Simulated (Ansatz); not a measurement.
`O[Si]1(O[SiH3])CO1` + H–F → `O[Si]1(F)CO1` + `O[SiH3]`  (ligand exchange at the Si–O bond)

Isolated molecules relaxed with PBE0-D4/def2-TZVP in Ansatz; ΔE leaves out vibrations. CCSD(T)/CBS is the MP2 limit (def2-TZVPP, def2-QZVPP) plus CCSD(T) − MP2 in def2-TZVPP, frozen cores. This one scheme is used for every species. Functionals use def2-TZVPP. B3LYP here is the variant with VWN-RPA as its local correlation; programs differ in this. One conformer a species, not always the lowest.

```tsv
level	ΔE (kcal/mol)	difference from CCSD(T)/CBS
PBE-D4	-4.4	-1.6
r2SCAN-D4	-4.8	-2.0
PBE0-D4	-3.4	-0.6
B3LYP-D4	-3.4	-0.6
ωB97X-V	-4.2	-1.4
ωB97M-V	-4.2	-1.4
B2PLYP	-4.8	-2.0
PBE	-6.0	-3.2
r2SCAN	-5.3	-2.5
PBE0	-4.9	-2.1
B3LYP	-5.9	-3.1
HF/def2-TZVPP	-4.6	-1.8
MP2/def2-TZVPP	-2.8	0.0
SCS-MP2/def2-TZVPP	-3.4	-0.6
CCSD/def2-TZVPP	-3.3	-0.5
CCSD(T)/def2-TZVPP	-3.2	-0.4
HF/def2-QZVPP	-4.5	-1.7
MP2/def2-QZVPP	-2.6	0.2
SCS-MP2/def2-QZVPP	-3.2	-0.4
HF/CBS(def2)	-4.5	-1.7
MP2/CBS(def2)	-2.5	0.3
CCSD/CBS(def2)	-3.0	-0.2
CCSD(T)/CBS	-2.8	0
```

Largest T1 diagnostic among the species: 0.013.

From PBE to PBE0 (25 % exact exchange), in def2-TZVPP and without D4, ΔE moves by +1.1 kcal/mol. In def2-TZVPP, CCSD(T) changes the Hartree–Fock value by +1.4 kcal/mol (the triples alone add +0.2 kcal/mol) and MP2 by +1.7 kcal/mol.
